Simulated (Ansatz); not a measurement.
Isolated molecules relaxed with PBE0-D4/def2-TZVP in Ansatz; ΔE leaves out vibrations. CBS: MP2 limit from def2 TZ/QZ plus the TZ coupled-cluster correction, frozen cores. This one scheme is used for every species. Functionals use def2-TZVPP. B3LYP here is the variant with VWN-RPA as its local correlation; programs differ in this. One conformer a species, not always the lowest.

Reaction (ligand exchange at the Si–C bond): `O[SiH2]C#C[SiH2]F` + `O[SiH2][SiH3]` → `O[SiH2]O[SiH2][SiH3]` + `C#C[SiH2]F`

(1) Is it downhill or uphill in electronic energy at CCSD(T)/CBS, and by how much? (Best estimate.)

(2) What do these levels give: B3LYP, SCS-MP2/def2-TZVPP, HF/def2-QZVPP, MP2/def2-QZVPP, HF/CBS(def2), CCSD/CBS(def2)? (Estimate.)

Largest T1 diagnostic among the species: 0.012.

Results:

(1) Ansatz gave: Downhill: ΔE = -90.8 kJ/mol.

(2) Ansatz gave: B3LYP -85.2, SCS-MP2/def2-TZVPP -90.7, HF/def2-QZVPP -102.3, MP2/def2-QZVPP -89.9, HF/CBS(def2) -102.6, CCSD/CBS(def2) -93.2 kJ/mol.

From PBE to PBE0 (25 % exact exchange), in def2-TZVPP and without D4, ΔE moves by −6.4 kJ/mol. The D4 term adds −5.8 kJ/mol with B3LYP and −3.4 kJ/mol with PBE0; it sums over pairs of atoms, weighted by their polarisabilities, and B3LYP, whose exchange is more repulsive, gets the larger term.
